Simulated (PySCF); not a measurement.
Compound: C₆H₃FO₂.
Z-matrix (Å and degrees, GFN2-xTB geometry), rows numbered from 1:
```
F 
C   1  1.3241
C   2  1.3624  1  129.10
C   3  1.4179  2  102.69  1  -179.96
O   4  1.3403  3  142.13  2   179.97
C   5  1.3572  4  105.52  3  -179.96
C   6  1.3664  5  113.06  4    -0.01
C   4  1.3894  3  107.41  2    -0.01
O   2  1.3480  1  115.74  3  -179.95
H   3  1.0683  2  127.43  1     0.06
H   6  1.0713  5  116.43  4   179.98
H   7  1.0689  6  127.25  5  -179.99
```

The geometry is computed with GFN2-xTB (gas phase).

Masses are those of the commonest isotopes; rigid-rotor values at the optimised geometry. 

(1) Give the principal moments of inertia and the rotational constants in GHz.

(2) Classify the top.

(3) Is it planar, by Δ = Ic − Ia − Ib?

(4) Give the coordinates in the principal-axis frame, origin at the centre of mass.

(5) Where do the levels up to J = 4 lie, in cm⁻¹?

(6) Estimate the classical rotational partition function at 25 K, 50 K and 100 K.

## Answers

(1) Ia = 93.38, Ib = 396.15, Ic = 489.54 u·Å²; 505379 MHz·u·Å²/I gives 5412, 1276 and 1032 MHz, that is A = 5.4118, B = 1.2757, C = 1.0324 GHz.

(2) An asymmetric top; Ray's κ = -0.889.

(3) Planar: Δ = Ic − Ia − Ib = 0.00 u·Å². For a rigid frame Δ = −2 Σ m c², so it vanishes when all atoms lie in the ab plane; here none is more than 0.01 Å from it.

(4) The sense of each axis is arbitrary; atoms in the order of the calculation.
```
atom  mass (u)   a (Å)   b (Å)   c (Å)
  F1    18.998   2.874   0.020   0.000
  C2    12.000   1.554  -0.091   0.000
  C3    12.000   0.787  -1.217   0.000
  C4    12.000  -0.532  -0.695   0.000
  O5    15.995  -1.818  -1.070   0.000
  C6    12.000  -2.533   0.083   0.000
  C7    12.000  -1.747   1.200   0.000
  C8    12.000  -0.430   0.691   0.000
  O9    15.995   0.869   1.070   0.000
 H10     1.008   1.122  -2.231   0.001
 H11     1.008  -3.600  -0.017  -0.001
 H12     1.008  -2.070   2.219   0.000
```

(5) Above 0(0,0):
J = 1: 1(0,1) 0.0770, 1(1,1) 0.2150, 1(1,0) 0.2231
J = 2: 2(0,2) 0.2306, 2(1,2) 0.3608, 2(1,1) 0.3852, 2(2,1) 0.7991, 2(2,0) 0.7994
J = 3: 3(0,3) 0.4602, 3(1,3) 0.5794, 3(1,2) 0.6281, 3(2,2) 1.0300, 3(2,1) 1.0318, 3(3,1) 1.7404, 3(3,0) 1.7404
J = 4: 4(0,4) 0.7647, 4(1,4) 0.8704, 4(1,3) 0.9516, 4(2,3) 1.3377, 4(2,2) 1.3429, 4(3,2) 2.0490, 4(3,1) 2.0491, 4(4,1) 3.0426, 4(4,0) 3.0426
The levels of one J sum to (2J + 1)J(J + 1)(A + B + C)/3.

(6) Point group Cs, symmetry number σ = 1; q = (√π/σ)·√((kT/h)³/(ABC)), k/h = 20836.6 MHz/K: 7890 at 25 K, 22300 at 50 K, 63100 at 100 K.

No GFN2-xTB frequencies stand behind this structure, so it isn't proved a minimum. Zero-point vibration and centrifugal distortion are left out.
